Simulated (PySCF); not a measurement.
## Distorted geometries of Au3

Au3 (doublet). PySCF 2.14.0, UKS TPSS, Au def2-SVP with ECP60; non-relativistic Hamiltonian with scalar-relativistic core potentials where named; density fitting; no spin-orbit coupling. Relaxed geometry:

```xyz
3

Au    0.0000    0.0000    2.5975
Au    0.0000    0.0000    0.0000
Au    0.0000    0.0000   -2.5975
```

Task: Order these distorted geometries by energy above the relaxed one, lowest first.
A.
```xyz
3

Au   -0.0151   -0.0157    2.5571
Au    0.0282   -0.0124    0.0227
Au   -0.0132    0.0282   -2.5797
```
B.
```xyz
3

Au    0.0069    0.0933    2.3851
Au   -0.0876   -0.0751    0.1777
Au    0.0807   -0.0182   -2.5628
```
C.
```xyz
3

Au    0.0611   -0.1396    2.5606
Au   -0.0703    0.3156   -0.0848
Au    0.0092   -0.1761   -2.4758
```

Result: A (0.02 eV), C (0.09 eV), B (1.13 eV).

Task: Which forces (eV/Å) act in the one that lies 0.09 eV up?

Result: 
```
Au  -0.01  0.04 -0.56
Au  -0.06  0.33  2.12
Au   0.07 -0.38 -1.56
```
Forces carry noise of the integration grid, about 0.01 to 0.03 eV/Å.

No frequency check is given that shows the relaxed geometry to be a minimum. Open shells may have lower solutions than the one found.
